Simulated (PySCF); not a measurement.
Nuclear quadrupole coupling in (F2Al-mu-Cl)2

Compound: (F2Al-mu-Cl)2.
Structure used (PBE0-D3(BJ)/def2-SVP), in Å, numbered top down from 1:
```xyz
8
Al2Cl2F4 angstrom
Al     1.2276    0.7059   -0.7093
F      1.2564    2.3541   -0.7134
F      2.4002   -0.2226   -1.4048
Cl     0.8360   -0.0226    1.3988
Al    -1.1931   -0.7276    0.6883
F     -2.3655    0.2001    1.3834
F     -1.2219   -2.3760    0.6929
Cl    -0.8015    0.0032   -1.4196
```

Field gradients from the PBE0/pcSseg-1 (pcSseg-2 on Al) density (PySCF, non-relativistic), principal values in atomic units, ordered |Vxx| ≤ |Vyy| ≤ |Vzz|:

```
atom     Vxx     Vyy      Vzz
 Al1  0.1199  0.5195  -0.6394
 Cl4  0.4910  0.8864  -1.3775
 Al5  0.1198  0.5205  -0.6403
 Cl8  0.4909  0.8866  -1.3774
```

Question: Find the asymmetry η = (Vxx − Vyy)/Vzz and the couplings χ = eQV/h (234.96 MHz × Q in barn × V in au), with Q(27Al) = 0.1466 b, Q(35Cl) = −0.0817 b.

Answer: 
| atom | environment | nucleus | η | χzz (MHz) | χxx (MHz) | χyy (MHz) |
| --- | --- | --- | --- | --- | --- | --- |
| Al1 | aluminium bonded to 2 Cl and 2 F | 27Al | 0.62 | -22.02 | 4.13 | 17.89 |
| Cl4 | chlorine bonded to 2 Al | 35Cl | 0.29 | 26.44 | -9.43 | -17.02 |
| Al5 | aluminium bonded to 2 Cl and 2 F | 27Al | 0.63 | -22.06 | 4.13 | 17.93 |
| Cl8 | chlorine bonded to 2 Al | 35Cl | 0.29 | 26.44 | -9.42 | -17.02 |

The tensor is traceless: Vxx + Vyy + Vzz = 0.

Question: What is Vzz at Al5 in SI units (1 au = 9.71736 × 10²¹ V/m²)?

Answer: -0.6403 au = -6.222 × 10²¹ V/m².

Question: And the gradient at the other heavy atoms, for which no coupling is worked out here?

Answer: 
```tsv
atom	environment	Vzz (au)	η
F2	fluorine bonded to Al	0.769	0.03
F3	fluorine bonded to Al	0.772	0.03
F6	fluorine bonded to Al	0.770	0.03
F7	fluorine bonded to Al	0.769	0.03
```

Geometry: PBE0-D3(BJ)/def2-SVP, one conformer, isolated molecule. These gradients aren't converged with respect to the basis.
